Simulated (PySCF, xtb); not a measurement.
HOP, SMILES P=O.

Harmonic wavenumbers (cm⁻¹) from GFN2-xTB in xtb at its own minimum, in rising order: 994, 1286, 1871.

### Question
What does PySCF with TPSSh-D3(BJ)/def2-TZVPD give at its own minimum? (Estimate from the structure and the level; the computed values follow.)

### Answer
1002, 1213, 2126. Paired by order, the mean absolute difference is 112 cm⁻¹ and the zero-point energies are 5.9 and 6.2 kcal/mol.
